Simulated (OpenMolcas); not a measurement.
## An input for doublet [BHOF2]−

[BHOF2]− has 5 atoms, charge -1, and is taken as a doublet. SMILES of the parent species: `OB(F)F`. Geometry: relaxed at GFN2-xTB. That shape belongs to the parent species and isn't relaxed for this state.

```xyz
5

O     0.0319    0.9835    0.1587
B     0.1049   -0.3332    0.1369
F     0.7245   -0.9917    1.0904
F    -0.4281   -1.0735   -0.8273
H    -0.4333    1.4150   -0.5586
```

Settings wanted:

- method: DFT
- reference: UKS
- relativity: DKH2
- integral approximation: none
- symmetry: none
- basis set: ANO-XS-VDZP
- task: gradient
- functional: O3LYP
- dispersion: none
- nucleus: finite
- integration grid: Fine

Problem. Write the OpenMolcas 26.06 input and the command.

Solution. This one ran through:

struct.xyz:
```
5

O      0.031910     0.983470     0.158720
B      0.104930    -0.333240     0.136890
F      0.724520    -0.991730     1.090370
F     -0.428080    -1.073520    -0.827330
H     -0.433280     1.415020    -0.558650
```

job.inp:
```
&GATEWAY
 Coord=struct.xyz
 Basis=ANO-XS-VDZP
 Group=NoSym

&SEWARD
 Relativistic=R02E00
 GridInput
 Grid=Fine
 End of Grid

&SCF
 UHF
 Charge=-1
 Spin=2
 KSDFT=O3LYP
 PrOrbitals=1 1

&ALASKA
```

```bash
$ export MOLCAS_MEM=1860
$ pymolcas job.inp > job.log
```

Calculated total energy: -300.51368 Eh, largest force 5.429 eV/Å. The HOMO lies above zero, from self-interaction, a short basis or an unbound electron. Without diffuse functions such a state is poorly described. The shape is far from stationary at this level.
